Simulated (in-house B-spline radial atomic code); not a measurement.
# Ionising Cs III (Cs2+) with different functionals

Computed with an all-electron radial atomic-structure program (B-spline basis): four-component Dirac-Coulomb Hamiltonian, Fermi nucleus of rms radius 4.8041 fm, spin-restricted, spherical fractional occupations for the functionals. The ionisation energy is the difference of two self-consistent energies, [Kr] 4d10 5s2 5p5 → [Kr] 4d10 5s2 5p4, without Breit or QED terms; ε is the level of the shell that loses the electron (mean over j). The electron is taken from both j subshells in proportion to 2j + 1, so the result is a j average, not the step between ground levels.

Hybrids are left out here: with spherical fractional occupations of an open shell their exact exchange keeps a self-interaction that integer-occupation calculations don't have.

```csv
method,rung,ΔSCF (eV),-ε(5p) (eV)
LDA VWN5,LDA,34.36,29.00
relativistic LDA,LDA,34.34,28.98
LDA PW92,LDA,34.35,28.99
LDA exchange-only,LDA,32.92,27.58
PBE,GGA,34.14,28.81
PBEsol,GGA,34.18,28.83
BLYP,GGA,33.96,28.61
RPBE,GGA,34.10,28.77
PW91,GGA,34.22,28.87
BP86,GGA,34.27,28.92
AM05,GGA,34.16,28.81
OLYP,GGA,34.14,28.79
```

(1) How do they compare with the NIST value?

## Answers

(1) NIST lists 33.195 eV ± 0.004 (semi-empirical, ground level to ground level). Errors run from -0.28 to +1.16 eV. The correlated functionals all miss on the same side by more than they spread, so the cause is common to them (Breit-QED terms, spin polarisation, the choice among j levels, multiplet and fine-structure energies, or a listed next ion that isn't the cheapest removal here) and closeness doesn't rank the functionals.
